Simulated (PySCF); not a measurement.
Core-level binding energies of `FC(F)[SiH]1CCOCC1`

Compound: C₅H₁₀F₂OSi.
Cartesian coordinates in Å at the PBE0-D3(BJ)/def2-SVP level; atoms count from 1:
```
atom  x, y, z in Å
F1     1.770   -0.106   -1.525
C2     2.223   -0.051   -0.235
F3     2.875   -1.219    0.019
Si4    0.731    0.128    0.968
C5    -0.348    1.572    0.426
C6    -1.234    1.140   -0.750
O7    -1.985   -0.014   -0.477
C8    -1.253   -1.214   -0.479
C9    -0.365   -1.384    0.759
H10    2.971    0.764   -0.189
H11    1.304    0.283    2.339
H12   -0.990    1.859    1.276
H13    0.245    2.462    0.158
H14   -1.964    1.930   -0.987
H15   -0.609    0.986   -1.652
H16   -0.631   -1.281   -1.394
H17   -1.997   -2.023   -0.529
H18   -0.999   -1.490    1.656
H19    0.242   -2.300    0.678
```

Level of theory: delta-SCF UKS SCAN, pcX-2 on the ionised atom, pcseg-1 elsewhere, spin-free X2C in PySCF 2.14.0. Each binding energy is the total energy of the core-ionised species, with the hole localised on one atom, minus that of the ground state; both are solved self-consistently, so orbital relaxation is included.

Task: Give the core binding energies atom by atom.

Result: 
```csv
atom(s),bonded to,level,binding energy (eV),2p1/2 (eV),above the level's lowest (eV),count
F1/F3,C,F 1s,692.88,–,0.00,2
C2,"2 F, H and Si",C 1s,294.72,–,+4.44,1
Si4,3 C and H,Si 2p3/2,106.54,107.17,0.00,1
Si4,3 C and H,Si 1s,1846.26,–,0.00,1
C5/C9,"C, 2 H and Si",C 1s,290.28,–,0.00,2
C6/C8,"O, C and 2 H",C 1s,292.07,–,+1.79,2
O7,2 C,O 1s,538.16,–,0.00,1
```

The listed C 1s values span 4.44 eV, from C5/C9 (bonded to C, 2 H and Si) to C2 (bonded to 2 F, H and Si). The widest gap between neighbouring values is 2.65 eV, between 292.07 and 294.72 eV. Summing the Pauling electronegativity differences to the bonded atoms, each weighted by its formal bond order, gives -1.35 for the lowest site and +1.86 for the highest; no listed site has a larger sum than the highest.

Task: Which photon energy gives electrons from F 1s of F1/F3 a kinetic energy of 20 eV, and what is their de Broglie wavelength?

Result: hν = 692.88 + 20 = 712.88 eV, recoil neglected; λ = 12.264 Å/√(E/eV) = 2.74 Å.

Task: Which photon wavelength matches the F 1s of F1/F3 threshold?

Result: λ = hc/E = 12398.42 eV Å / 692.88 eV = 17.894 Å.

Topologically equivalent atoms share the value of their first member; where this conformer doesn't relate them by symmetry, their own values could differ. Spin–orbit and ligand-field terms were added within each 2p shell after the spin-free SCF. 2p1/2 minus 2p3/2 (ligand field included): Si 0.62 eV. Geometry: PBE0-D3(BJ)/def2-SVP, one conformer, isolated molecule.

Time: 4.2 min; peak memory 0.81 GiB. Hardware: one thread, Arm Neoverse N1 (aarch64), shared host with 64 logical CPUs at a one-minute load of 58.
